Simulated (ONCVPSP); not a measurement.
# Before and after: ONCV potential for rhodium

rhodium (Rh), optimised norm-conserving Vanderbilt (ONCV), made with ONCVPSP 4.0.1 (PBEsol, fully relativistic). Core [Ar] 3d10, reference 4s2 4p6 4d8 5s1. Waves: 4s+5s: rc 1.65 bohr, ncon 4, nbas 8, qcut 8.4 1/bohr, 2 projectors; 4p: rc 1.60 bohr, ncon 3, nbas 8, qcut 6.7 1/bohr, 2 projectors, debl 0.9 Ha; 4d: rc 1.90 bohr, ncon 4, nbas 9, qcut 7.5 1/bohr, 1 projector. Local part: polynomial inside 1.10 bohr (lpopt 5, dvloc0 0 Ha). Core correction: polynomial model core, fcfact 0.6.

Open shells are filled in proportion to 2j + 1.

In the p channel the program set the typed energies aside and used -1.806, 0.250 Ha (j = l + 1/2; the other j can differ).

Change: all radii but the core radius scaled by about 1.10 (s 1.82, p 1.76, d 2.10 bohr); local potential polynomial inside 1.22 bohr (lpopt 5, dvloc0 0 Ha).

Cutoffs: the cutoffs (Ha) at which the residual kinetic energy of the hardest occupied pseudo-wave falls to 1 and 0.1 mHa per electron; they do not see the model core or the augmentation charge, which bear on the density cutoff. Errors are all-electron minus pseudo energies relative to the spin-unpolarised reference configuration.

Problem. Predict the effect on cutoff, ghosts and configuration errors.

Solution. The potential gets softer (23 Ha and 27 Ha → 20 Ha and 24 Ha); of the 4 tests that both files solve, the error grows in 3 and shrinks in 0 by more than 15 % and 0.3 meV (median size 4.5 → 6.4 meV); neither file shows a bound ghost. A larger radius leaves more room for a smooth pseudo-wave, so fewer plane waves are needed. More of the atom is replaced by a form fitted at one configuration, so other configurations suffer.

| quantity | base | changed |
| --- | --- | --- |
| cutoff, loose | 23 Ha | 20 Ha |
| cutoff, tight | 27 Ha | 24 Ha |
| loose cutoff by channel | s 23 Ha, p 17 Ha, d 21 Ha | s 20 Ha, p 16 Ha, d 20 Ha |
| bound ghosts | none | none |
| GHOST(+) flags under 300 eV | s at 208.5 eV | none |
| error for 4s2 4p6 4d8 5s0, meV [ΔE 7.46 eV] | +0.2 | +0.3 |
| error for 4s2 4p6 4d7 5s0, meV [ΔE 26.97 eV] | -1.2 | -3.1 |
| error for 4s2 4p6 4d6 5s0, meV [ΔE 59.46 eV] | +7.8 | +9.8 |
| error for 4s2 4p5 4d8 5s1, meV [ΔE 56.68 eV] | -91 | -119 |
| rms error of d²Exc/dni dnj with the model core, mHa | 3.51 | 3.33 |
